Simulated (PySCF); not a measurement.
F2OTa (SMILES [O]=[Ta+]([F])[F]), charge +1, singlet, at a GFN2-xTB geometry (such geometries of metal compounds can be far from the true shape) (the multiplicity is a formal guess) (core potentials on Ta). Base run: R2SCAN/def2-SVP in PySCF.

Here is a job for PySCF.
```python
from pyscf import gto, scf, dft

mol = gto.Mole()
mol.atom = '''
    Ta    0.11123795    0.17488120    0.06889468
    O     1.32045398   -0.96533351   -0.49187575
    F    -0.96211147   -0.84678775    1.25488391
    F    -1.11388880    0.28638115   -1.37647346
'''
mol.basis = 'def2-svp'
mol.ecp = {'Ta': 'def2-svp'}
mol.charge = 1
mol.verbose = 4
mol.build()

mf = dft.RKS(mol)
mf.xc = 'r2scan'
mf.kernel()
mf.analyze()
```

The base run was repeated with changes; each row names its change, and settings that it needs were set with it.

```tsv
change	ΔE vs base (mEh)	SCF cycles	outcome
base	0.000	12	converged
init_guess = huckel	0.000	14	converged
level_shift = 0.1 (with mf.max_cycle = 100)	0.000	13	converged
conv_tol = 1e-12	0.000	14	converged
level_shift = 1.0 (with mf.max_cycle = 100)	0.000	47	converged
diis_space = 12	0.000	12	converged
diis_space = 20	0.000	12	converged
conv_tol = 1e-4	0.000	8	converged
DIIS = EDIIS	-	50	not converged
diis = off; damp = 0.6 (with mf.diis_start_cycle = 200; with mf.max_cycle = 150)	-	150	not converged
conv_tol_grad = 1e-3	0.000	12	converged
conv_tol = 1e-7	0.000	9	converged
level_shift = 0.5 (with mf.max_cycle = 100)	0.000	29	converged
```
